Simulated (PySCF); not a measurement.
Precursor series metal swap MX4 OH. Isolated molecules, 0 K electronic values unless said otherwise. One relaxed conformer stands for each flexible species; it need not be the lowest.

The HOMO–LUMO gap from two functionals at the same geometries (BP86-D3(BJ)/def2-SVP), both in PySCF: PBE-D3(BJ)/def2-TZVP and B3LYP-D3(BJ)/def2-TZVP. B3LYP has the VWN-RPA correlation part, as in Gaussian. 

```csv
species,PBE-D3(BJ)/def2-TZVP (eV),B3LYP-D3(BJ)/def2-TZVP (eV)
M = Ti ([Ti(OH)4]),5.08,7.16
"M = Nb, oxo ([Nb(=O)(OH)3])",5.81,7.81
"M = W, oxo ([W(=O)(OH)4])",3.78,5.67
"M = W, dioxo",4.51,6.33
```

Over these rows, drawn at random from the members with no instability flagged (it was tested for open shells, ions and some series alone), PBE minus B3LYP-D3(BJ): mean -1.95 eV, from -2.08 eV to -1.82 eV.
